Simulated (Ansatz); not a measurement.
Basis-set series for B2F2H4 (`[BH2-]1[F+][BH2-][F+]1`). Charge 0, multiplicity 1. Geometry: relaxed with PBE0-D4/def2-TZVP.

| functional | basis | functions | energy (Eh) | HOMO (eV) | LUMO (eV) |
| --- | --- | --- | --- | --- | --- |
| PBE0-D4 | def2-SVP | 76 | -251.38434 | -9.13 | 0.33 |
| PBE0-D4 | def2-TZVPP | 180 | -251.68435 | -9.15 | -0.08 |
| ωB97M-V | def2-SVP | 76 | -251.55986 | -11.48 | 2.31 |
| ωB97M-V | def2-TZVPP | 180 | -251.86883 | -11.54 | 1.58 |

(1) Give the rows for def2-QZVPP. (An estimate is asked.)

Answers

(1) Ansatz gave: 
```
functional       basis  functions  energy (Eh)  HOMO (eV)  LUMO (eV)
   PBE0-D4  def2-QZVPP        348   -251.69777      -9.16      -0.22
   ωB97M-V  def2-QZVPP        348   -251.88122     -11.55       1.18
```

Positive LUMOs are unbound and depend on the basis.
